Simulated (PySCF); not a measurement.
# Fractional electron number in Ti+ (titanium, charge +1)

The 4s alpha orbital of [Ar] 3d2 4s1 is emptied in steps (occupation f), with all orbitals relaxed, ending at [Ar] 3d2. Computed with PySCF 2.14 in aug-cc-pVDZ, with no relativity, point nucleus. The exact energy is a straight line in f; departures are measured from the line between the end points of the same method.

```
  f  UHF (eV)
  1     0.000
0.9     0.008
0.7     0.017
0.5     0.020
0.3     0.016
0.1     0.007
  0     0.000
```

```csv
method,E(f=0) − E(f=1) (eV),−ε at f=1 (eV),−ε at f=0.5 (eV)
UHF,12.866,12.951,12.864
```

Orbital energy along the path (eV):

```json
{"f": "1", "UHF": "-12.951"}
{"f": "0.9", "UHF": "-12.932"}
{"f": "0.7", "UHF": "-12.897"}
{"f": "0.5", "UHF": "-12.864"}
{"f": "0.3", "UHF": "-12.833"}
{"f": "0.1", "UHF": "-12.804"}
{"f": "0", "UHF": "-12.790"}
```

Reference removal energy between the ground levels: 13.575 eV (measured; NIST Atomic Spectra Database, ionization energies). The calculation has no spin-orbit coupling. UHF lacks correlation.
